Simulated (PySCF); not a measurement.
# Xe⁺ (xenon, charge +1) across methods

[Kr] 4d10 5s2 5p5, 2P determinant. Computed with PySCF 2.14 in aug-cc-pwCVDZ-PP with ECP28MDF (6s5p4d1f, 48 functions), with scalar relativity through the core potential.

| method | E (hartree) | mean ε 5s β (eV) | mean ε 5p α (eV) | mean ε 5p β (eV) | Σ⟨r²⟩ (bohr²) | ⟨S²⟩ |
| --- | --- | --- | --- | --- | --- | --- |
| B3LYP | -329.0003 | -30.335 | -18.430 | -17.636 | 49.12 | 0.751 |
| LDA | -328.4453 | -29.114 | -17.488 | -16.730 | 49.03 | 0.750 |
| PBE | -328.8810 | -28.743 | -17.367 | -16.563 | 49.04 | 0.751 |
| wB97X | -328.9526 | -33.391 | -21.101 | -20.264 | 49.11 | 0.752 |
| PBE0 | -328.9129 | -30.620 | -18.775 | -17.894 | 48.99 | 0.752 |
| r2SCAN0 | -328.9983 | -30.942 | -19.080 | -18.127 | 48.96 | 0.753 |
| r2SCAN | -329.0207 | -29.220 | -17.830 | -16.922 | 48.94 | 0.752 |
| UHF | -327.86623 | -35.030 | -22.004 | -20.826 | 49.46 | 0.756 |
| PBEsol | -328.5790 | -28.809 | -17.374 | -16.566 | 48.98 | 0.751 |

Energies and moments cover only the electrons outside the core potential.
